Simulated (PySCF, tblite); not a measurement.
Isomers of C6H13PS. Computed with GFN2-xTB (tblite): harmonic, unscaled wavenumbers at the GFN2-xTB geometry, gas phase. Errors from tens to a few hundred cm⁻¹ against measured bands are possible. Modes of hydrogen on phosphorus can be 10 to 20 % off. One conformer each.

Electronic energies: PBE0/pcSseg-1 single points on the GFN2-xTB geometries (PySCF, gas phase).

| SMILES | electronic energy, lowest = 0 (kJ/mol) |
| --- | --- |
| CC(C)[P@@H](=S)C1CC1 | 84.9 |
| C[C@@H]1CC[P@@H](=S)[C@@H]1C | 0.0 |
| C=C(C)P(C)CSC | 165.5 |

**Question.** How do GFN2-xTB zero-point energies change the relative energies?

**Answer.** 
```
                      SMILES  ZPE (kJ/mol)  of it from modes above 1550 cm⁻¹  electronic (kJ/mol)  with ZPE, lowest = 0 (kJ/mol)  lowest mode (cm⁻¹)  rings
C[C@@H]1CC[P@@H](=S)[C@@H]1C         465.7                             227.7                  0.0                            0.0                  64      1
        CC(C)[P@@H](=S)C1CC1         458.6                             230.4                 84.9                           77.7                  44      1
               C=C(C)P(C)CSC         450.0                             244.6                165.5                          149.8                  28      0
```

The zero-point energies span 15.7 kJ/mol, from `C=C(C)P(C)CSC` to `C[C@@H]1CC[P@@H](=S)[C@@H]1C`. The order is unchanged.

**Question.** And how do the electronic energies of GFN2-xTB itself compare?

**Answer.** `C[C@@H]1CC[P@@H](=S)[C@@H]1C` 0.0; `CC(C)[P@@H](=S)C1CC1` 91.9; `C=C(C)P(C)CSC` 248.3 kJ/mol, lowest = 0. Against the energies above, taken from the same isomer `C[C@@H]1CC[P@@H](=S)[C@@H]1C`, the largest difference is 82.8 kJ/mol.

**Question.** What do entropy and thermal enthalpy add at 298.15 K and 1 bar (rigid rotor, harmonic oscillator, one conformer each)?

**Answer.** 
```json
{"SMILES": "C[C@@H]1CC[P@@H](=S)[C@@H]1C", "point group": "C1", "symmetry number": "1", "S (J/(mol K))": "398.6", "H − H(0) (kJ/mol)": "27.67", "ZPE + H − H(0) − TS (kJ/mol)": "374.6"}
{"SMILES": "CC(C)[P@@H](=S)C1CC1", "point group": "C1", "symmetry number": "1", "S (J/(mol K))": "429.7", "H − H(0) (kJ/mol)": "30.67", "ZPE + H − H(0) − TS (kJ/mol)": "361.2"}
{"SMILES": "C=C(C)P(C)CSC", "point group": "C1", "symmetry number": "1", "S (J/(mol K))": "463.9", "H − H(0) (kJ/mol)": "34.63", "ZPE + H − H(0) − TS (kJ/mol)": "346.4"}
```
